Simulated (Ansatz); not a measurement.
```yaml
crystal:
  periodic: [false, false, false]
  atoms:
    - {symbol: Si, position_ang: [-0.447223, 0.885476, -0.256633]}
    - {symbol: Si, position_ang: [0.184552, -1.116481, 0.797334]}
    - {symbol: Cl, position_ang: [2.182682, -1.028395, 1.289994]}
    - {symbol: Cl, position_ang: [-0.099579, -2.690991, -0.500040]}
    - {symbol: H, position_ang: [-1.889117, 0.783113, -0.595381]}
    - {symbol: H, position_ang: [-0.226346, 1.993378, 0.706721]}
    - {symbol: Xx, position_ang: [0.356332, 1.105901, -1.487695]}
basis:
  gaussian: {orbitals: STO-3G}
total_charge: 1
hamiltonian: {xc: {name: wPBEh}}
```

```sh
$ ansatz run in.yaml --threads 4 --pin off --events-out ev --progress --plain --max-ram 10444MiB
```

Shortened log:

```
Error: YAML parse error: error: line 10 column 16: `Xx` is not an element symbol (H … Og, case-exact)
 8 |     - {symbol: H, position_ang: [-1.889117, 0.783113, -0.595381]}
 9 |     - {symbol: H, position_ang: [-0.226346, 1.993378, 0.706721]}
10 |     - {symbol: Xx, position_ang: [0.356332, 1.105901, -1.487695]}
11 | basis:
12 |   gaussian: {orbitals: STO-3G}
```

Task: Something in this input is off. What?

Result: An element symbol is wrong. The input was rejected before any iteration.
